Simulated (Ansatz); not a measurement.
Mulliken charges of IO, SMILES `[O]I` radical from r2SCAN/def2-TZVPP in Ansatz (PBE0-D4/def2-TZVP geometry).

```tsv
atom	x (Å)	y (Å)	z (Å)	charge (e)
O1	0.797	-0.265	0.408	-0.372
I2	-0.797	0.265	-0.408	0.372
```

Task: By hand: the dipole of these point charges (1 e Å = 4.8032 D).

Result: Σ q r = (-0.593, 0.197, -0.304) e Å, of length 0.695 e Å = 3.34 D.

Task: How does the dipole of the full density compare? (An estimate is asked.)

Result: Computed: (-0.417, 0.139, -0.214) e Å, 2.35 D; the point charges give 1.42 times that, at 0° from its direction.

Point charges leave out the atoms' own dipoles, such as those of lone pairs, and Mulliken's split depends on the basis, so the two needn't agree.
